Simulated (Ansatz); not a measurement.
`[SiH3]CN[SiH2]Cl` + `BO[SiH2]S` → `BO[SiH2]S[SiH3]` + `CN[SiH2]Cl`  (ligand exchange at the Si–C bond)

Gas-phase electronic energies from Ansatz, PBE0-D4/def2-TZVP geometries. CCSD(T)/CBS adds triple-zeta CCSD(T) − MP2 to the extrapolated MP2 energy (def2 sets, frozen cores). Functionals use def2-TZVPP. One conformer a species, not always the lowest.

`[SiH3]CN[SiH2]Cl`:

Z-matrix (Å, degrees):
```
Si
C 1 1.887
H 1 1.490 2 108.6
H 1 1.485 2 110.3 3 119.0
H 1 1.488 2 110.6 3 -119.6
N 2 1.457 1 111.1 3 -53.8
H 2 1.096 1 107.9 3 -172.9
H 2 1.099 1 110.3 3 71.9
Si 6 1.701 2 123.5 1 -150.3
H 6 1.009 2 113.8 1 54.7
Cl 9 2.072 6 114.4 2 -68.0
H 9 1.479 6 108.6 2 49.1
H 9 1.479 6 108.1 2 173.0
```

`BO[SiH2]S`:

Z-matrix (Å, degrees):
```
Si
O 1 1.655
S 1 2.122 2 112.0
H 1 1.478 2 105.8 3 120.8
H 1 1.481 2 110.3 3 -117.0
B 2 1.349 1 131.3 3 98.3
H 3 1.344 1 94.4 2 70.8
H 6 1.203 2 120.0 1 2.8
H 6 1.198 2 118.0 1 -177.7
```

`BO[SiH2]S[SiH3]`:

```xyz
12

B    -1.467    1.683    0.148
O    -0.689    1.391   -0.912
Si    0.089    0.069   -1.518
S    -0.327   -1.727   -0.464
Si    0.992   -1.380    1.188
H    -1.849    2.813    0.263
H    -1.757    0.829    0.942
H     1.538    0.373   -1.465
H    -0.387   -0.127   -2.903
H     2.366   -1.839    0.865
H     0.460   -2.150    2.338
H     1.029    0.067    1.518
```

`CN[SiH2]Cl`:

Z-matrix (Å, degrees):
```
C
N 1 1.450
H 1 1.096 2 113.1
H 1 1.093 2 110.8 3 -122.0
H 1 1.093 2 109.4 3 119.9
Si 2 1.697 1 123.8 3 -88.7
H 2 1.008 1 113.6 3 65.8
Cl 6 2.075 2 114.8 1 68.9
H 6 1.479 2 108.8 1 -48.4
H 6 1.479 2 108.1 1 -172.4
```

```json
{"level": "PBE-D4", "ΔE (eV)": "-0.80"}
{"level": "B2PLYP", "ΔE (eV)": "-0.76"}
{"level": "CCSD/def2-TZVPP", "ΔE (eV)": "-0.75"}
{"level": "MP2/CBS(def2)", "ΔE (eV)": "-0.86"}
```

What does CCSD(T)/CBS give? (An estimate is asked.)

The calculation gave: -0.81 eV. The listed levels differ from it by 0.01, 0.05, 0.06, -0.05 eV.

Largest T1 diagnostic among the species: 0.013.

The D4 term adds −0.06 eV with B3LYP and −0.03 eV with PBE0; it sums over pairs of atoms, weighted by their polarisabilities, and B3LYP, whose exchange is more repulsive, gets the larger term.

B3LYP here is the variant with VWN-RPA as its local correlation; programs differ in this.
